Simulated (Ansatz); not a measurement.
BiH2(vinyl) (C₂H₅Bi). Charge 0, multiplicity 3. Geometry PBE-D4/def2-TZVP, that of the neutral singlet; atoms count from 1.

```xyz
8

Bi    1.2472    0.7093   -1.0794
H     1.4590   -0.7999   -2.0595
H     0.0777    1.3169   -2.3224
C    -0.3969   -0.2096    0.1654
C    -0.3940   -0.1187    1.4965
H    -1.2004   -0.7349   -0.3580
H     0.3952    0.3999    2.0502
H    -1.1878   -0.5630    2.1072
```

In the def2 sets Bi takes a core potential; there is no spin–orbit coupling. At PBE0-D4/def2-TZVP a singlet of charge 0 lies 4.22 eV below the triplet at the same geometry.

(1) Estimate the Mulliken populations from the PBE0/def2-TZVP orbitals of Ansatz.

(2) Where does the spin sit?

(3) And the Mayer bond orders between heavy atoms (over 0.3)?

Results:

(1) 
| atom | charge (e) | spin (α − β) |
| --- | --- | --- |
| Bi1 | 0.27 | -0.11 |
| H2 | -0.05 | 0.06 |
| H3 | -0.05 | 0.04 |
| C4 | -0.29 | 1.06 |
| C5 | -0.31 | 1.10 |
| H6 | 0.15 | -0.05 |
| H7 | 0.14 | -0.05 |
| H8 | 0.14 | -0.05 |
Mulliken values depend strongly on the basis.

(2) Summed by element: Bi -0.11, H -0.05, C 2.16, of 2 unpaired in all. Largest on single atoms: C5 1.10, C4 1.06, Bi1 -0.11.

(3) Bi1–C4 1.00 (2.26 Å); C4–C5 0.95 (1.33 Å).
